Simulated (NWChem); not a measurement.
# InHI₂; SMILES [I][InH][I]

Results from NWChem. Geometry: optimised at PBE-D3(BJ)/def2-SVP. def2 effective core potentials on In, I; no spin-orbit coupling. Ions are spin-unrestricted doublets at the neutral geometry; other ion states weren't tried.

Task: Predict the results for PBE/def2-SVP. Quantities: vertical ionisation energy, ΔSCF (eV); −ε(HOMO) (eV).

Result: 
- vertical ionisation energy, ΔSCF (eV) = 9.05
- −ε(HOMO) (eV) = 6.42
